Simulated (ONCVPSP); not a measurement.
## Configuration tests for titanium (Ti) (ONCV)

- Element: Ti (Z = 22)
- Generator: ONCVPSP 4.0.1
- Type: optimised norm-conserving Vanderbilt (ONCV)
- Functional: PBE
- Relativity: scalar-relativistic
- Frozen core: [Ne]
- Valence charge: 12
- Reference configuration: 3s2 3p6 3d2 4s1.75 4p0.25
- Partial waves: 3s+4s: rc 1.65 bohr, ncon 4, nbas 7, qcut 9.6 1/bohr, 2 projectors; 3p+4p: rc 2.05 bohr, ncon 4, nbas 8, qcut 6.9 1/bohr, 2 projectors; 3d: rc 2.60 bohr, ncon 3, nbas 7, qcut 5.6 1/bohr, 2 projectors, debl 3.9 Ha
- Local potential: polynomial inside 1.60 bohr (lpopt 1, dvloc0 -1 Ha)
- Core correction: Teter function fitted to the true core (icmod 2), fcfact 0.6

Energies are relative to the spin-unpolarised reference configuration 3s2 3p6 3d2 4s1.75 4p0.25; without spin polarisation the order of configurations can differ from experiment.

```json
{"valence configuration": "3s2 3p6 3d2 4s1 4p0", "charge": "+1", "ΔE all-electron (eV)": "6.592", "error AE − PS (meV)": "-1.7"}
{"valence configuration": "3s2 3p6 3d1 4s2 4p1", "charge": "0", "ΔE all-electron (eV)": "3.918", "error AE − PS (meV)": "+343"}
```

Problem. What are ΔE and the potential's error for 3s2 3p6 3d2 4s0 4p0?

Solution. ΔE = 20.164 eV all-electron; the error (AE − PS) is -30 meV.

Problem. What are ΔE and the potential's error for 3s2 3p6 3d2 4s2 4p0?

Solution. ΔE = -0.755 eV all-electron; the error (AE − PS) is 0.0 meV.

Levels in the configuration 3s2 3p6 3d2 4s1 4p0:

```csv
level,all-electron (eV),pseudo (eV)
3s,-69.918,-70.003
3p,-46.152,-46.221
3d,-11.368,-11.420
4s,-10.351,-10.357
```
